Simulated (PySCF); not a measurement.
## Unknowns

- shielding tensors at PBE0/pcSseg-1 (GIAO)
- B3LYP/pcJ-1 coupling constants (spin–dipole term left out of most H,H and C,H couplings)
- structure optimised with GFN2-xTB
- program: PySCF
- no relativistic terms, equivalent nuclei averaged, one computed conformer, no solvent

Scale: TMS for ¹H (σref 31.72) and ¹³C (σref 186.93) (reference shieldings calculated alike). Multiplet labels drop J under 1 Hz and among equivalent protons, and merge close values. Unscaled 3J(H,H) run several per cent high. Splittings of carbon signals by F and P are missing where no couplings were computed. Where no couplings were computed, multiplicities follow the n + 1 count of equivalent neighbours, and m marks all less simple cases (inequivalent or close neighbours, rings, F or P nearby). Shifts are as computed. Against solution values, carbons near 30 ppm lie about +3 ppm off and those near 130 ppm about +5 ppm. Of 1211 compounds with measured shifts, 218 miss one by over three times the rms of a fit or turn the order of signals round; such compounds aren't used in these exercises. OH and NH positions are gas-phase values without hydrogen bonding to other molecules.

(1) C$_{4}$H$_{13}$NOSi. ¹H NMR (300 MHz, computed): δ 4.80 (s, 1H), 1.37 (br s, 1H), 0.90 (s, 9H), 0.45 (br s, 2H). ¹³C{¹H} NMR (computed): δ 26.9, 21.5. Give a structure.

(2) C$_{2}$H$_{6}$F$_{4}$Si$_{2}$. ¹H NMR (500 MHz, computed): δ 4.20 (m, 6H). ¹³C{¹H} NMR (computed): δ 136.4 (C), 91.1 (C). Give a structure.

(3) C$_{5}$H$_{7}$N. ¹H NMR (500 MHz, computed): δ 5.35 (q, J = 1.9 Hz, 1H), 5.28 (sext, J = 1.3 Hz, 1H), 2.90 (d, J = 1.3 Hz, 2H), 2.08 (t, J = 1.7 Hz, 3H). ¹³C{¹H} NMR (computed): δ 146.1 (C), 122.6 (CH2), 122.0 (C), 27.8 (CH2), 24.6 (CH3). Give a structure.

## Answers

(1) `C(C)(C)(C)[Si@@H](N)O`. Rings plus π bonds: 0. 2 carbon signals for 4 carbons: some carbons are equivalent by symmetry or fast rotation. Carbon types of the structure: 1 × C, 3 × CH3, leaving 4 H on heteroatoms. δC 26.9: methyl carbon; a saturated carbon with 1 carbon neighbour and no heteroatom attached. δH 1.37: hydrogen on an oxygen bonded to Si; exchangeable; this is the value without hydrogen bonding to other molecules. δH 0.90: hydrogen on a methyl carbon. δH 0.45: hydrogen on a nitrogen bonded to Si; labile proton, position sensitive to the medium.

The data come from this structure; uniqueness wasn't tested.

(2) `C(F)(F)(F)C(F)([SiH3])[SiH3]`. Rings plus π bonds: 0. 2 carbon signals for 2 carbons: no two carbons are equivalent. Carbon types of the structure: 2 × C, leaving 6 H on heteroatoms. δC 136.4: CF3 carbon; 3 electronegative neighbours deshield it. δC 91.1: fully substituted sp3 carbon bonded to F and 2 Si; the inductive effect lowers its shielding. δH 4.20: hydrogen on a silicon bonded to C.

The shifts were computed for this structure.

(3) SMILES C=C(C)CC#N. The formula gives 3 degrees of unsaturation (no ring in the answer). 5 carbon signals for 5 carbons: no two carbons are equivalent. Carbon types of the structure: 2 × C, 2 × CH2, 1 × CH3, which accounts for all hydrogens. δC 146.1: fully substituted alkene carbon; as expected for a trigonal carbon in a double bond. δC 122.6: terminal =CH2 carbon; an sp2 carbon of a C=C bond. δC 122.0: nitrile carbon; this is the usual window of a C≡N carbon, which has no attached hydrogen. δH 2.90: hydrogen on an allylic sp3 CH2; allylic position.

The data come from this structure; uniqueness wasn't tested.
